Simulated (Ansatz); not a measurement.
Cost and result for the atomization energy of C3H10AlN, SMILES `CC(C)[NH][AlH2]` (15 atoms, 14 bonds).

| atom | x (Å) | y (Å) | z (Å) |
| --- | --- | --- | --- |
| C1 | 0.2364 | 0.8194 | -1.4664 |
| C2 | -0.1977 | -0.1231 | -0.3520 |
| C3 | 0.2374 | -1.5524 | -0.6457 |
| N4 | 0.2889 | 0.3246 | 0.9413 |
| Al5 | -0.6408 | 0.8204 | 2.3604 |
| H6 | -0.1087 | 1.8361 | -1.2691 |
| H7 | -0.1583 | 0.4998 | -2.4344 |
| H8 | 1.3286 | 0.8425 | -1.5419 |
| H9 | -1.2937 | -0.1062 | -0.3019 |
| H10 | -0.1064 | -2.2299 | 0.1382 |
| H11 | -0.1578 | -1.8998 | -1.6039 |
| H12 | 1.3297 | -1.6162 | -0.6918 |
| H13 | 1.3004 | 0.3328 | 0.9710 |
| H14 | -2.2209 | 0.7852 | 2.2459 |
| H15 | 0.1629 | 1.2668 | 3.6503 |

Total charge 0; spin multiplicity 1. The structure was optimised at the PBE0-D4/def2-TZVP level. It is one conformer, not always the lowest. Program: Ansatz. All runs use 4 threads of an Arm Neoverse V1 on a shared host. Times are those of one run each, without the atoms' runs, and a repeat can differ threefold. Electronic energies, without spin–orbit coupling; frozen cores. CCSD(T)/CBS adds CCSD(T) − MP2 in def2-TZVPP to the MP2 limit, and its time is that of the two runs behind it. T1 = 0.011. B3LYP takes the VWN-RPA correlation (the form of Gaussian; ORCA's B3LYP/G).

CCSD(T)/CBS is a level of theory with its own doubt, some kJ/mol a heavy atom from the limit and from the frozen cores, so smaller differences don't rank the functionals.

```tsv
level	functions	wall time	atomization (kJ/mol)	difference from CCSD(T)/CBS	per bond
LDA (SPW92)/def2-TZVPP	306	1.8 s	6136.8	694.4	49.6
BHLYP-D4/def2-TZVPP	306	4.3 s	5331.4	-111.0	-7.9
CAM-B3LYP-D4/def2-TZVPP	306	4.8 s	5475.7	33.3	2.4
B3LYP-D4/def2-TZVPP (with forces)	306	7 s	5451.2	8.8	0.6
r2SCANh-D4/def2-TZVPP	306	7 s	5416.2	-26.2	-1.9
B2PLYP/def2-TZVPP	306	8 s	5387.2	-55.2	-3.9
PBE-QIDH/def2-TZVPP	306	8.5 s	5405.8	-36.6	-2.6
CCSD(T)/def2-SVP	124	9.5 s	5199.6	-242.8	-17.3
ωB97X-V/def2-TZVPP	306	11 s	5456.6	14.2	1.0
ωB97M-V/def2-TZVPP (with forces)	306	16 s	5456.4	14.0	1.0
MP2/def2-QZVPP	598	48 s	5426.2	-16.2	-1.2
CCSD(T)/def2-TZVPP	306	17 min	5315.2	-127.2	-9.1
CCSD(T)/CBS(def2)	–	17 min	5442.4	0.0	0.0
```

The D4 term adds +45.7 kJ/mol with B3LYP and +24.3 kJ/mol with PBE0; it sums over pairs of atoms, weighted by their polarisabilities, and B3LYP, whose exchange is more repulsive, gets the larger term. From r2SCAN to r2SCAN0 (25 % exact exchange), in def2-TZVPP and without D4, the atomization energy moves by −54.0 kJ/mol: exact exchange takes away binding that semilocal exchange gives to molecules. Leaving LDA and LC-ωPBE aside and taking each functional with its dispersion term where it has one, the values, not all of them listed here, spread over 174.9 kJ/mol, from BHLYP-D4 to PBE-D4. LDA lies +659.2 kJ/mol from PBE without D4, its usual overbinding.
